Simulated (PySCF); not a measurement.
Choosing a molecule for a target property.

All species are isolated and taken at one optimised geometry, non-relativistic unless stated; the electronic structure was computed with PySCF and density fitting.

The conformers computed, where there is a choice (atom-mapped SMILES and torsion angles):
- `[CH3:1][S:2][Si@H:3]([CH3:4])[O:5][C:6]([CH3:7])([CH3:8])[CH3:9]`: C1–S2–Si3–C4 -57°, S2–Si3–O5–C6 -46°, Si3–O5–C6–C7 -159°
- `[CH3:1][CH2:2][SiH2:3][C@@H:4]([CH3:5])[CH2:6][S@@:7]([CH3:8])=[O:9]`: C1–C2–Si3–C4 57°, C2–Si3–C4–C5 55°, Si3–C4–C6–S7 171°, C4–C6–S7–C8 -166°
- `[CH3:1][Si@H:2]([PH2:3])[SiH:4]([O:5][SiH3:6])[O:7][SiH3:8]`: C1–Si2–Si4–O5 11°, Si2–Si4–O5–Si6 -94°, Si2–Si4–O7–Si8 88°, H–P3–Si2–C1 -79°, H–P3–Si2–C1 -172°
- `[CH2:1]=[C:2]([SiH3:3])/[CH:4]=[N:5]\[CH2:6][C:7]([F:8])([F:9])[F:10]`: C1–C2–C4–N5 69°, C4–N5–C6–C7 113°, N5–C6–C7–F8 58°
- `[CH2:1]=[N:2][SiH2:3][C@@H:4]1[CH2:5][C@@H:6]1[C:7]([F:8])([F:9])[F:10]`: C1–N2–Si3–C4 -123°, N2–Si3–C4–C5 130°, C5–C6–C7–F8 -155°

Problem. Wanted: smallest rotational constant above 0.5 GHz (GFN2-xTB) and dipole moment above 1.3 D (PBE0/pcSseg-1), at GFN2-xTB geometries. Which candidate meets both?
A. `C[Si@H](P)[SiH](O[SiH3])O[SiH3]`
B. `C#CC1=C[C@H]2C=C[C@]1(C#N)C=C2`
C. `CC[SiH2][C@@H](C)C[S@@](C)=O`
D. `CS[Si@H](C)OC(C)(C)C`

Solution. B. Computed values:
```csv
species,smallest rotational constant,dipole moment
C[Si@H](P)[SiH](O[SiH3])O[SiH3],0.394 GHz,1.88 D
CC[SiH2][C@@H](C)C[S@@](C)=O,0.466 GHz,3.02 D
CS[Si@H](C)OC(C)(C)C,0.605 GHz,0.81 D
C#CC1=C[C@H]2C=C[C@]1(C#N)C=C2,0.779 GHz,4.57 D
```

Problem. Wanted: HOMO–LUMO gap above 6.4 eV (PBE0/pcSseg-1) and HOMO energy above -7 eV (PBE0/pcSseg-1), at GFN2-xTB geometries. Which candidate meets both?
A. `C=C([SiH3])/C=N\CC(F)(F)F`
B. `CC[SiH2][C@@H](C)C[S@@](C)=O`
C. `C=N[SiH2][C@@H]1C[C@@H]1C(F)(F)F`
D. `C[Si@H](P)[SiH](O[SiH3])O[SiH3]`
E. `C#CC1=C[C@H]2C=C[C@]1(C#N)C=C2`

Solution. B. Computed values:
| species | HOMO–LUMO gap | HOMO energy |
| --- | --- | --- |
| C#CC1=C[C@H]2C=C[C@]1(C#N)C=C2 | 5.24 eV | -6.60 eV |
| C=N[SiH2][C@@H]1C[C@@H]1C(F)(F)F | 6.18 eV | -6.94 eV |
| C=C([SiH3])/C=N\CC(F)(F)F | 6.31 eV | -7.52 eV |
| C[Si@H](P)[SiH](O[SiH3])O[SiH3] | 6.54 eV | -7.05 eV |
| CC[SiH2][C@@H](C)C[S@@](C)=O | 7.23 eV | -6.48 eV |
